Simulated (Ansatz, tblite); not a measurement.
Cost and result up the ladder for CaO₂⁻ (3 atoms). The state is a doublet with charge -1. Geometry: PBE0-D4/def2-TZVPD.

```xyz
3

Ca    0.0003   -0.0012   -0.0001
O    -1.1470   -0.4465    1.5547
O     1.1467    0.4477   -1.5546
```

Ansatz on 4 threads of Arm Neoverse V1 on a shared host; xTB runs through tblite on one thread. Times are rough, summed over both states, and most runs start from the orbitals of an earlier one. PBE0-D4/def2-TZVPD serves as the yardstick here, not as an exact answer. The other state is a triplet.

The xTB rows come from tblite. The structure comes from a short search, and lower isomers may exist.

Raw xTB energies of ions are shifted by several eV, and xTB has no spin-polarisation term.

| level | functions | wall time | vertical IE (eV) | difference from PBE0-D4/def2-TZVPD (eV) | remarks |
| --- | --- | --- | --- | --- | --- |
| GFN1-xTB | 17 | 0.004 s | 8.55 | 6.58 | – |
| GFN2-xTB | 17 | 0.004 s | 8.47 | 6.50 | – |
| PBE-D4/def2-TZVPD | 116 | 5.6 s | 2.59 | 0.63 | HOMO above zero (-1 doublet) |
| PBE0-D4/def2-TZVPD (with forces) | 116 | 11 s | 1.96 | 0.00 | – |
